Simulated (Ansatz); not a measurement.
W(Me)4 (C4H12W), SMILES [CH3][W]([CH3])([CH3])[CH3] (connectivity only; charge and spin as stated), neutral, multiplicity 3.

Geometry optimised at PBE0-D3(BJ)/def2-SVP. The spin state was assumed, not searched. The def2 effective core potentials stand for the cores of W; spin–orbit coupling is left out.

Two levels are set side by side: PBE/def2-SVPD (Ansatz, a program for electronic structure) and PBE0/def2-SVPD (Ansatz). Energy differences of separate SCF runs at the same geometry; the states with an electron removed or added have multiplicity 2 and 2. Differences are taken from unrounded values.

| quantity | PBE0 |
|---|---|
| vertical ionisation energy (eV) | 6.87 |

What does PBE give, and how far is it from PBE0? (An estimate is asked for; the answer gives what the named calculation found.)


```json
[
 {"quantity": "vertical ionisation energy (eV)", "PBE": "6.62", "PBE minus PBE0": "-0.25"}
]
```
